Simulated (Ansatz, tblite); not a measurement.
Spin states of the cluster Cs3 (the lowest doublet isomer of a short search), each relaxed with PBE/def2-TZVP in Ansatz. Electronic energies in the gas phase.

In the def2 sets Cs takes a core potential; there is no spin–orbit coupling. The xTB rows come from tblite. Correlated methods freeze no core orbitals; core or outer-core shells of Cs are correlated, in sets that lack core-valence functions. In CCSD on the charge 0 doublet the largest single amplitude is 0.24, so its Hartree–Fock determinant may place the open shell otherwise than the density functionals do. The structure comes from a short search, and lower isomers may exist.

Doublet geometry (C2v within 0.1 Å):

```xyz
3

Cs    1.4017   -0.9883   -2.8714
Cs    1.4587    1.6831    1.2810
Cs   -2.8604   -0.6947    1.5904
```

Quartet geometry:

```xyz
3

Cs   -1.3425   -0.9752   -2.8618
Cs    1.0698    3.1259    0.3632
Cs    0.2727   -2.1507    2.4986
```

⟨S²⟩: doublet 0.79 at PBE0/def2-TZVP (pure 0.75), quartet 3.75 at PBE0/def2-TZVP (pure 3.75).

Run but left out: HF/def2-TZVP, HF/def2-TZVPP, MP2/def2-TZVP, MP2/def2-TZVPP (doublet: ⟨S²⟩ 1.22 to 1.29, where a pure state has 0.75).

Only these spin states were relaxed. The quartet has other bonds than the doublet, so the gap mixes isomer and spin.

(1) Estimate which spin state lies lowest at each of these levels, and by how much: GFN1-xTB; GFN2-xTB; LDA (SPW92)/def2-TZVP; PBE/def2-TZVP; BLYP/def2-TZVP; r2SCAN/def2-TZVP; r2SCANh/def2-TZVP; PBE0/def2-TZVP; r2SCAN0/def2-TZVP; CAM-B3LYP/def2-TZVP; RPA@PBE/def2-TZVP; CCSD/def2-TZVPP; CCSD(T)/def2-TZVPP.

Answers

(1) 
```
                level  quartet − doublet (kJ/mol)  lowest of these                                                              remarks
             GFN1-xTB                       294.3          doublet                                                                    –
             GFN2-xTB                       113.2          doublet                                                                    –
LDA (SPW92)/def2-TZVP                        57.0          doublet                                                                    –
        PBE/def2-TZVP                        56.5          doublet                                                                    –
       BLYP/def2-TZVP                        54.9          doublet                                                                    –
     r2SCAN/def2-TZVP                        32.3          doublet                              spin-contaminated (⟨S²⟩ 0.87) (doublet)
    r2SCANh/def2-TZVP                        33.1          doublet                              spin-contaminated (⟨S²⟩ 0.88) (doublet)
       PBE0/def2-TZVP                        49.5          doublet                                                                    –
    r2SCAN0/def2-TZVP                        34.2          doublet                              spin-contaminated (⟨S²⟩ 0.89) (doublet)
  CAM-B3LYP/def2-TZVP                        46.0          doublet                              spin-contaminated (⟨S²⟩ 0.84) (doublet)
    RPA@PBE/def2-TZVP                        40.4          doublet                                                                    –
      CCSD/def2-TZVPP                        31.5          doublet  large T1 (0.068) (doublet), spin-contaminated (⟨S²⟩ 1.29) (doublet)
   CCSD(T)/def2-TZVPP                        39.0          doublet  large T1 (0.068) (doublet), spin-contaminated (⟨S²⟩ 1.29) (doublet)
```

Change of the quartet − doublet gap on mixing in exact exchange, in kJ/mol: PBE to PBE0 (25 % exact exchange) -7.0; r2SCAN to r2SCANh (10 % exact exchange) 0.8; r2SCAN to r2SCAN0 (25 % exact exchange) 1.9. The xTB methods have no term that favours high spin, so they put low spin too low.
